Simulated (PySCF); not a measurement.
PySCF input for C2H2N3, SMILES C1=NC=N[N]1, multiplicity 2, SMD-B3LYP/def2-SVP. The structure is a stationary point at PBE0-D3(BJ)/def2-SVP. The isomer is the one that the SMILES or the coordinates give; other isomers of the formula were not compared.

```python
import numpy as np
from pyscf import gto, scf, dft
from pyscf.solvent import smd

mol = gto.M(
    atom='''
    C     0.00000000    1.05080366    0.32859207
    N    -0.00000000    0.00000000    1.15778058
    C    -0.00000000   -1.05080365    0.32859207
    N    -0.00000000   -0.61835801   -0.94719987
    N    -0.00000000    0.61835801   -0.94719987
    H     0.00000000    2.10161650    0.60661464
    H     0.00000001   -2.10161651    0.60661465
    ''',
    basis='def2-SVP',
    charge=0,
    spin=1,
    max_memory=1600,
    verbose=3,
)
mf = dft.UKS(mol, xc='b3lyp').density_fit(auxbasis='def2-universal-jkfit')
mf.grids.level = 3
mf.conv_tol = 1e-9
mf.max_cycle = 100
mf.kernel()
fine, coarse = mf.grids, dft.Grids(mol).set(level=1).build(with_non0tab=True)
for _ in range(3):  # follow internal instabilities
    mf.grids = coarse
    mo, _, stable, _ = mf.stability(return_status=True, nroots=4)
    mf.grids = fine
    if stable:
        break
    mf.kernel(mf.make_rdm1(mo, mf.mo_occ))
res = {}
for name in ['water', '2-propanol', 'ethylethanoate']:
    s = mf.SMD()
    s.with_solvent.solvent, s.with_solvent.sasa_ng = name, 302
    s.kernel(mf.make_rdm1())
    res[name] = (s.e_tot, s.with_solvent.get_cds(), s.dip_moment(), s.mo_energy, s.converged)
    print(f'SMD {name}: dG(solv) = {(s.e_tot - mf.e_tot) * 627.509474:.3f} kcal/mol, of which CDS {res[name][1] * 627.509474:.3f}')
```

Log of the run:

```

WARN: HOMO -0.260936934105487 >= LUMO -0.260936934105489

converged SCF energy = -241.368532241233  <S^2> = 0.76398997  2S+1 = 2.0139414
<class 'pyscf.df.df_jk.DFUKS'> wavefunction has an internal instability
converged SCF energy = -241.377432136735  <S^2> = 0.75529131  2S+1 = 2.0052843
<class 'pyscf.df.df_jk.DFUKS'> wavefunction is stable in the internal stability analysis
converged SCF energy = -241.385616090616  <S^2> = 0.75530923  2S+1 = 2.0053022
Dipole moment(X, Y, Z, Debye): -0.00006, -0.00005, -0.83259
SMD water: dG(solv) = -5.136 kcal/mol, of which CDS -0.622
converged SCF energy = -241.384869228426  <S^2> = 0.75530784  2S+1 = 2.0053008
Dipole moment(X, Y, Z, Debye): -0.00006, -0.00005, -0.82326
SMD 2-propanol: dG(solv) = -4.667 kcal/mol, of which CDS -0.432
converged SCF energy = -241.386911630786  <S^2> = 0.75530431  2S+1 = 2.0052973
Dipole moment(X, Y, Z, Debye): -0.00005, -0.00006, -0.79912
SMD ethylethanoate: dG(solv) = -5.948 kcal/mol, of which CDS -2.463
```

The run converged.
